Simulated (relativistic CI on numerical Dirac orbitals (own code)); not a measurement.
# What each ingredient does to the levels of La11+

Base calculation: Dirac-Coulomb-Breit CI, orbitals from a KLI potential per configuration, QED by a radiative potential, unscaled Slater integrals.

Configurations in the expansion (outside the closed core [Ar] 3d10): 4s2 4p6 4d10, 4s2 4p6 4d9 4f, 4s2 4p6 4d9 5s, 4s2 4p6 4d9 5p, 4s2 4p5 4d10 4f, 4s2 4p6 4d9 5d, 4s 4p6 4d10 4f, 4s2 4p6 4d9 6s, 4s2 4p6 4d9 5f, 4s2 4p6 4d9 6p. Double excitations out of closed p, d and f shells are left out; levels of such configurations are missing from the list, as are those of other unlisted configurations, and high levels can miss mixing partners.

Variants: (1) one mean potential for all configurations; (2) only the first 3 configurations. Shifts of the energy above 4s2 4p6 4d10 1S_0, in cm⁻¹, for the lowest level and the first level of each name with at least 55 % of one term (blank where a level changes its place among those of its configuration and J or its character, or is not in the variant):

```csv
Level,Base,Δ(1),Δ(2)
4s2 4p6 4d10 1S_0,0,0,0
4s2 4p6 4d9 5s 3D_3,711065,+751,+319
4s2 4p6 4d9 5s 3D_2,715605,+823,+264
4s2 4p6 4d9 5s 3D_1,735722,+943,+328
4s2 4p6 4d9 5s 1D_2,739958,+1026,+237
4s2 4p6 4d9 4f 3P°_0,808415,-1085,+118
4s2 4p6 4d9 4f 3P°_1,812567,-1094,+125
4s2 4p6 4d9 4f 3P°_2,821002,-1108,+143
4s2 4p6 4d9 4f 3H°_6,834116,-1084,+11
4s2 4p6 4d9 4f 3H°_5,838066,-1070,+13
4s2 4p6 4d9 4f 3H°_4,849605,-1087,+29
4s2 4p6 4d9 4f 3F°_4,853119,-1060,+518
4s2 4p6 4d9 4f 3D°_1,858977,-1073,+62
4s2 4p6 4d9 5p 3P°_2,865178,+1156,
4s2 4p6 4d9 4f 3G°_5,875285,-1101,+34
4s2 4p6 4d9 4f 3G°_3,883783,-1094,+151
4s2 4p6 4d9 5p 3F°_2,891280,+1364,
4s2 4p6 4d9 5p 3P°_1,894405,+1397,
4s2 4p6 4d9 5p 3F°_4,899282,+1363,
4s2 4p6 4d9 4f 1F°_3,899685,-1057,+379
4s2 4p6 4d9 5p 1D°_2,907053,+1474,
4s2 4p6 4d9 5p 1P°_1,908402,+1741,
```

At this charge energies of transitions that change n are usually good to better than 1 %, and those within a shell (Δn = 0) to a few per cent. Levels and lines within the n = 5 or 6 shells can be off by up to 10 % or somewhat more, and those that change n by about 2 %, since core polarisation is missing.

Ionisation energy from the two ground configurations alone: base 275.356 eV. The NIST ASD value (theoretical) is 275 eV.

LS names give the leading component of a level, which can be under half, so a name can repeat, a term be missing and a line seem to break the LS rules.
